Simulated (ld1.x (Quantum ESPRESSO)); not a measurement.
# lanthanum: TM semilocal pseudisation with PBE, scalar-relativistic reference atom.

Input for ld1.x (Quantum ESPRESSO) 7.5:

```
&input
   title='La', zed=57., rel=1, dft='PBE', iswitch=3,
   config='[Xe] 4f0 5d1 6s1 6p1',
   nld=4, rlderiv=3.15, eminld=-5.0, emaxld=5.0, deld=0.02
 /
 &inputp
   pseudotype=1, tm=.true., lloc=0,
   nlcc=.false.,
   file_pseudopw='La.pp', file_wfcaegen='ae.wfc', file_wfcncgen='nc.wfc'
 /
4
5P  2  1   6.00   0.00  2.75  2.75  0.0
5D  3  2   1.00   0.00  2.90  2.90  0.0
4F  4  3   0.00   0.00  0.90  0.90  0.0
5S  1  0   2.00   0.00  2.75  2.75  0.0
 &test
   configts(1)='4f0 5s2 5p6 5d1 6s1 6p1'
 /
```

Command:

```bash
ld1.x < La.in > La.out
```

Resulting log (shortened: banner, matrices, multipoles, cross overlaps and the repeated all-electron block are left out):

```
[... start of the log left out ...]
     --------------------- Generating NC pseudopotential ---------------------

      Generating local pot.: lloc=0, matching radius rcloc =   2.7500

      Wfc   5P  rcut= 2.737  Using Troullier-Martins method

      Wfc   5D  rcut= 2.878  Using Troullier-Martins method

      Wfc   4F  rcut= 0.911  Using Troullier-Martins method

       Warning: n=3, l=1 expected 1 nodes, found 0
       Setting wfc to zero for this iteration
       (This warning will only be printed once per wavefunction)

     ------------------- End of pseudopotential generation -------------------

     Computing logarithmic derivative in   3.16046

       Warning: n=1, l=0 expected 0 nodes, found 1
       Setting wfc to zero for this iteration
       (This warning will only be printed once per wavefunction)

       Warning: n=2, l=1 expected 0 nodes, found 1
       Setting wfc to zero for this iteration
       (This warning will only be printed once per wavefunction)

       Warning: n=3, l=2 expected 0 nodes, found 1
       Setting wfc to zero for this iteration
       (This warning will only be printed once per wavefunction)

 %%%%%%%%%%%%%%%%%%%%%%%%%%%%%%%%%%%%%%%%%%%%%%%%%%%%%%%%%%%%%%%%%%%%%%%%%%%%%%
     Error in routine run_pseudo (1):
     Errors in PS-KS equation
 %%%%%%%%%%%%%%%%%%%%%%%%%%%%%%%%%%%%%%%%%%%%%%%%%%%%%%%%%%%%%%%%%%%%%%%%%%%%%%

     stopping ...
```

The run stopped because the pseudo-atom solver did not find the valence states with the expected number of nodes, which is the usual sign of a ghost state.

The run took about 1.3 s on one core of a shared server CPU.
